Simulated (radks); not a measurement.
Results of a calculation; reference values are marked as such.
Ionisation of the antimony ion Sb+, [Kr] 4d10 5s2 5p2, to [Kr] 4d10 5s2 5p1 as the strength of local exchange is varied. Level of theory: Dirac Kohn-Sham, Slater X-alpha exchange (alpha = 2/3 is LDA exchange), no correlation, spin-unpolarised, spherical densities, finite nucleus; open shells fill j = l - 1/2 first; Fermi nuclear charge, rms radius 4.6802 fm (a radial shooting solver on a logarithmic mesh with Libxc functionals).

| alpha | E(Sb+) (hartree) | exchange (hartree) | IE (eV) | -e of the level emptied (eV) | <r> of it (bohr) |
|---|---|---|---|---|---|
| 0.621 | -6461.77118 | -148.71995 | 15.036 | 10.991 (5p1/2) | 2.666 |
| 0.666 | -6472.55662 | -159.75249 | 15.478 | 11.401 (5p1/2) | 2.635 |
| 0.667 | -6472.79650 | -159.99805 | 15.488 | 11.410 (5p1/2) | 2.635 |
| 0.76 | -6495.14195 | -182.90936 | 16.422 | 12.281 (5p1/2) | 2.575 |
| 0.949 | -6540.78079 | -229.92372 | 18.401 | 14.140 (5p1/2) | 2.465 |
| 1.027 | -6559.70451 | -249.50309 | 19.249 | 14.942 (5p1/2) | 2.423 |

NIST Atomic Spectra Database: 16.63 eV (measured). The Delta-SCF value meets it near alpha = 0.78. Spin polarisation and multiplet splitting are left out, so open shells lie too high by an amount that depends on their filling.

Beside tabulated values, note that spin-unpolarised runs miss the spin-polarisation part of the exchange energy of open shells.
